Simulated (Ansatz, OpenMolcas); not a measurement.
**How basis sets differ on C2H4O2Si (SMILES C=C1O[SiH2]O1)**

The species is C2H4O2Si (9 atoms), meant as a singlet with charge 0. SMILES: `C=C1O[SiH2]O1`. Geometry: relaxed at PBE0-D4/def2-TZVP.

```xyz
9

C     0.5273    1.3585   -1.1296
C     0.1573    0.3831   -0.3229
O    -0.5852    0.4736    0.8382
Si   -0.4400   -1.1905    0.9783
O     0.4217   -0.9673   -0.4421
H     0.2431    2.3748   -0.9045
H     1.1113    1.1326   -2.0084
H    -1.7011   -1.9496    0.8408
H     0.3541   -1.6615    2.1329
```

Quantity: the dipole moment, in D. The values are calculated.

```tsv
level	kind	program	value (D)	CPU time
HF/ANO-R0 (sfX2C)	Hartree–Fock	OpenMolcas	1.06	6.2 s
HF/STO-3G	Hartree–Fock	Ansatz	2.76	1.6 s
HF/3-21G	Hartree–Fock	OpenMolcas	2.29	5.1 s
HF/6-31G* (spherical functions)	Hartree–Fock	Ansatz	2.16	9.3 s
HF/6-31G** (spherical functions)	Hartree–Fock	Ansatz	2.18	9.3 s
HF/cc-pVDZ	Hartree–Fock	OpenMolcas	2.20	14 s
HF/def2-SVP	Hartree–Fock	Ansatz	2.16	8.1 s
```

The values span 1.06 to 2.76 D. Magnitudes only. Sets without polarisation functions give poor dipoles. Without the sets that lack polarisation functions the rows with a basis span only 2.16 to 2.20 D. CPU times are rough (shared hosts, several kinds of processor and program).
